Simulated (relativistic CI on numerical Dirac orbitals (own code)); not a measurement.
Calculated at this level of theory: Dirac-Coulomb-Breit CI, KLI orbitals optimised for each configuration, a model potential for QED, valence Slater integrals scaled by 0.85, P86 correlation energy added to each configuration (own radial code, finite nucleus).

CI space (outside the closed core [Kr]): 4d¹⁰, 4d⁹5s, 4d⁹4f, 4d⁹5p, 4d⁹5d, 4d⁹6s, 4d⁹6p, 4d⁹6d, 4d⁹7s, 4d⁹5f, 4d⁹7p, 4d⁹5g, 4d⁹7d, 4d⁹6f. Double excitations out of closed p, d and f shells are left out; levels of such configurations are missing from the list, as are those of other unlisted configurations, and high levels can miss mixing partners.

At this charge configurations can still be misplaced by up to about 7 % of their energy. 13 of the 16 excited levels that our extract of the measured tables holds in this range could be paired (the sources list more); they are missed by 8357 cm⁻¹ on average and 21869 at most, and levels without a partner can miss by more.

Outline of the computed level scheme of Sn V. Lowest level of each configuration: 4d¹⁰ ¹S0 at 0.0000 eV; 4d⁹5s ³D3 at 23.4801 eV; 4d⁹5p ³P°2 at 32.8614 eV; 4d⁹5d ³S1 at 46.6203 eV; 4d⁹6s ³D3 at 49.8584 eV; 4d⁹4f ³P°0 at 51.3188 eV.

Some strong electric-dipole decays among the lowest 45 levels: 4d⁹5p ¹P°1 → 4d¹⁰ ¹S0 (1.6e+10 s⁻¹); 4d⁹5d ³G5 → 4d⁹5p ³F°4 (5.6e+09 s⁻¹); 4d⁹5d ³G4 → 4d⁹5p ³F°3 (5.5e+09 s⁻¹); 4d⁹5d ¹G4 → 4d⁹5p ³F°3 (5.4e+09 s⁻¹); 4d⁹5d ³S1 → 4d⁹5p ³P°2 (4.9e+09 s⁻¹); 4d⁹5d ³P2 → 4d⁹5p ³P°2 (4.2e+09 s⁻¹); 4d⁹5d ³F3 → 4d⁹5p ³D°2 (3.9e+09 s⁻¹); 4d⁹5d ³F4 → 4d⁹5p ³D°3 (3.7e+09 s⁻¹).

LS names give the leading component of a level, which can be under half, so a name can repeat, a term be missing and a line seem to break the LS rules.
